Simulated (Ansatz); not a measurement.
Basis sets compared for the cluster Au₄F₃ (the lowest doublet isomer of a short search). The state is a doublet with charge 0. Geometry PBE-D4/def2-SVP. Ansatz on 4 threads of Intel Xeon 6975P-C on a shared host; times are rough, and most runs start from earlier orbitals.

Cartesian coordinates in Å:
```
Au -1.728 -0.829 0.016
Au -0.475 0.521 2.072
Au 1.702 1.114 0.804
Au 1.052 -0.072 -1.601
F -0.770 -1.025 -1.804
F -2.579 -0.586 1.820
F 2.798 0.878 -1.307
```

In the def2 sets Au takes a core potential; there is no spin–orbit coupling. No other spin state of charge 0 was run. The structure comes from a short search, and lower isomers may exist.

Binding counts from free atoms (Au doublet, F doublet) in the same basis, without a counterpoise term.

```json
{"level": "PBE-D4/def2-SVP", "functions": "170", "energy (Eh)": "-842.1692", "HOMO (eV)": "-6.41", "LUMO (eV)": "-6.08", "binding per atom (eV)": "2.29", "wall time": "2.6 s"}
{"level": "PBE0-D4/def2-SVP", "functions": "170", "energy (Eh)": "-841.9523", "HOMO (eV)": "-7.35", "LUMO (eV)": "-5.45", "binding per atom (eV)": "2.01", "wall time": "4.3 s"}
```

Q: Estimate the rows for PBE-D4/def2-TZVP (with forces), PBE0-D4/def2-TZVP.

A: 
| level | functions | energy (Eh) | HOMO (eV) | LUMO (eV) | binding per atom (eV) | wall time |
| --- | --- | --- | --- | --- | --- | --- |
| PBE-D4/def2-TZVP (with forces) | 253 | -842.5704 | -6.46 | -6.13 | 2.25 | 4.4 s |
| PBE0-D4/def2-TZVP | 253 | -842.3517 | -7.39 | -5.47 | 2.00 | 11 s |
